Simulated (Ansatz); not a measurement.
Wavefunction ladder for GeH₆OSn (`[OH][GeH2][SnH3]`)

Z-matrix (Å, degrees):
```
Ge
Sn 1 2.610
O 1 1.790 2 110.0
H 1 1.536 2 112.7 3 115.0
H 1 1.546 2 111.4 3 -121.2
H 2 1.709 1 109.4 3 53.0
H 2 1.708 1 111.0 3 172.4
H 2 1.706 1 110.9 3 -66.6
H 3 0.960 1 112.5 2 -64.7
```

Total charge 0; spin multiplicity 1. Correlated methods include outer-core shells of Ge, Sn, which these sets cover unevenly. Scalar relativity is left out up to krypton. Sn takes the def2 core potential. Geometry: relaxed with PBE0-D4/def2-TZVP. It is one conformer, not always the lowest. Frozen core, restricted reference, Ansatz.

```csv
basis,HF (Eh),MP2 corr.,CCSD corr.,(T),CCSD(T) total
def2-SVP,-2366.73888,?,-0.57662,?,?
def2-TZVPP,?,-0.84337,?,-0.02735,?
def2-QZVPP,-2367.16249,-1.33948,–,–,–
```

**Question.** Fill in the withheld values. (Estimate.)

**Answer.** Ansatz gave: def2-SVP MP2 corr.: -0.54280; def2-SVP (T): -0.01472; def2-SVP CCSD(T) total: -2367.33022; def2-TZVPP HF (Eh): -2367.11451; def2-TZVPP CCSD corr.: -0.86332; def2-TZVPP CCSD(T) total: -2368.00518.
